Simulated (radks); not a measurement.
Q: Dipole-allowed excitations along the series with 12 electrons in [Ne] 3s2. All-electron calculation, non-relativistic Kohn-Sham, exchange-only LDA, spin-unpolarised, spherical densities, point nucleus. Program: a radial shooting solver on a logarithmic mesh with Libxc functionals. Time-dependent linear response with the Hartree and adiabatic exchange-only LDA kernel, continuum included through the Sternheimer equations. Lines are the poles of the dipole polarisability below minus the highest occupied eigenvalue, found on a grid refined at the orbital gaps; the lowest seven at most are given, and weak or close lines can be missed. The first line takes the name of the lowest orbital gap if no other gap lies below it; otherwise a line is named after a gap within 0.6 % of it, if that gap stands alone.

species  -e(HOMO) (eV)  lowest orbital gap (eV)  first line (eV)      f  static alpha (bohr^3)
Cr12+           337.22             3s-3p 28.617   36.368 (3s-3p)  0.791                 0.4647
Mn13+           385.08             3s-3p 30.650   38.884 (3s-3p)  0.753                 0.3867
Fe14+           435.99             3s-3p 32.680   41.396 (3s-3p)  0.718                 0.3253
Co15+           489.93             3s-3p 34.708   43.902 (3s-3p)  0.687                 0.2763
Ni16+           546.91             3s-3p 36.735   46.406 (3s-3p)  0.658                 0.2368

Estimate the first line of Cu17+, its oscillator strength and the static polarisability.

A: 48.907 eV (3s-3p), f = 0.632, alpha = 0.2044 bohr^3.
